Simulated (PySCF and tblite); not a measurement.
Values are calculated unless marked as measured or tabulated.
C5H9Br, numbered as in [Br:1][CH:2]1[CH2:3][CH2:4][CH2:5][CH2:6]1.

Search: ETKDG and KDG, MMFF94s, GFN2-xTB, 90 starts; geometries at PBE0-D3(BJ)/def2-SVP. Free energies are B3LYP-D3(BJ)/def2-TZVP (IEF-PCM, chloroform) single points with GFN2-xTB rigid-rotor and vibrational terms (modes under about 100 cm⁻¹ blended into free rotors). Symmetry numbers and mirror images are counted. Conformers within 3 kcal/mol (GFN2-xTB free energy) were kept, 8 at most. Of two unlike H on one atom, a is the less shielded (wB97X-D/pcSseg-1 (IEF-PCM, chloroform)). Codes: tblite and PySCF.

An NOE distance is ⟨r⁻⁶⟩^(−1/6) over all pairs of like atoms and, for the average, over conformers.

The 5-ring runs over atoms 2–3–4–5–6.

```csv
conformer,shape,weight %
1,"5-ring envelope (ring torsions -24, 0, 24, -39, 39°)",68.7
2,"5-ring envelope (ring torsions 26, -1, -25, 42, -42°)",31.3
```

Task: Which H–H contacts under 3.5 Å would NOEs report (pairs on one atom left out) at 298.15 K?

Result: 
```json
{"pair": "H2 ··· H3a/H6a", "in 1 (Å)": "2.44", "in 2 (Å)": "2.48", "average (Å)": "2.45"}
{"pair": "H3a/H6a ··· H4b/H5b", "in 1 (Å)": "2.64", "in 2 (Å)": "2.69", "average (Å)": "2.65"}
{"pair": "H3b/H6b ··· H4a/H5a", "in 1 (Å)": "2.69", "in 2 (Å)": "2.64", "average (Å)": "2.67"}
{"pair": "H2 ··· H3b/H6b", "in 1 (Å)": "2.68", "in 2 (Å)": "3.06", "average (Å)": "2.76"}
{"pair": "H3b/H6b ··· H4b/H5b", "in 1 (Å)": "3.08", "in 2 (Å)": "3.31", "average (Å)": "3.14"}
{"pair": "H3a/H6a ··· H4a/H5a", "in 1 (Å)": "3.31", "in 2 (Å)": "3.08", "average (Å)": "3.22"}
{"pair": "H2 ··· H4b/H5b", "in 1 (Å)": "4.22", "in 2 (Å)": "2.91", "average (Å)": "3.41"}
```

Longer pairs under the limit may be missing.

Task: In a model where alignment follows shape alone (order matrix 0.0005 × (3G/tr G − 1)/2, G the second moments of the atom positions; splitting J + 2D), what are the one-bond C–H dipolar couplings D?

Result: H2 0.6 Hz (-0.6 in conformer 1), H3b/H6b 0.5 Hz (-0.5 in conformer 1), H3a/H6a 1.4 Hz (2.1 in conformer 1), H4a/H5a 1.4 Hz (1.7 in conformer 1), H4b/H5b 0.7 Hz (0.1 in conformer 1).
